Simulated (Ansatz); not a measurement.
Be(SMe)(OSiH3) (CH6BeOSSi), SMILES [SiH3][O][Be][S]C. Atoms are numbered in the order given.

```xyz
11

Be    -0.0558     0.3792    -0.1300
S     -1.5207     1.5569     0.1456
C     -2.6179     0.5095     1.1748
H     -2.9327    -0.3981     0.6425
H     -3.5115     1.1098     1.3916
H     -2.1453     0.2373     2.1281
O      1.0417    -0.4899    -0.3424
Si     2.3120    -1.5149    -0.5845
H      1.8369    -2.7712    -1.2377
H      2.9465    -1.8598     0.7228
H      3.3295    -0.8645    -1.4626
```
Charge 0, spin multiplicity 1.

Coordinates come from a PBE0-D3(BJ)/def2-SVP optimisation. The structure was generated by enumeration; whether it is a known compound was not checked. Other conformers were not sampled.

Two levels are set side by side: PBE-D3(BJ)/def2-SVP (Ansatz, a first-principles code) and PBE0-D3(BJ)/def2-SVP (Ansatz). Each level has its own optimised geometry; the coordinates shown are those of the second. Differences are taken from unrounded values.

```csv
quantity,PBE0-D3(BJ)
mean bond length (Å),1.457
bond Be1–S2 (Å),1.900
bond Be1–O7 (Å),1.416
bond S2–C3 (Å),1.833
bond O7–Si8 (Å),1.650
bond C3–H4 (Å),1.098
bond C3–H5 (Å),1.098
bond C3–H6 (Å),1.098
bond Si8–H9 (Å),1.494
bond Si8–H10 (Å),1.494
bond Si8–H11 (Å),1.493
```

Problem. What does PBE-D3(BJ) give, and how far is it from PBE0-D3(BJ)? (The exact figures need the calculation; the answer reports its results.)

Solution. 
```tsv
quantity	PBE-D3(BJ)	PBE-D3(BJ) minus PBE0-D3(BJ)
mean bond length (Å)	1.468	0.010
bond Be1–S2 (Å)	1.906	0.006
bond Be1–O7 (Å)	1.424	0.008
bond S2–C3 (Å)	1.850	0.017
bond O7–Si8 (Å)	1.665	0.015
bond C3–H4 (Å)	1.106	0.008
bond C3–H5 (Å)	1.106	0.008
bond C3–H6 (Å)	1.106	0.008
bond Si8–H9 (Å)	1.504	0.011
bond Si8–H10 (Å)	1.504	0.011
bond Si8–H11 (Å)	1.504	0.011
```

Exact exchange shortens and stiffens bonds; PBE has none. Differences between two approximate levels are no errors against the true value.
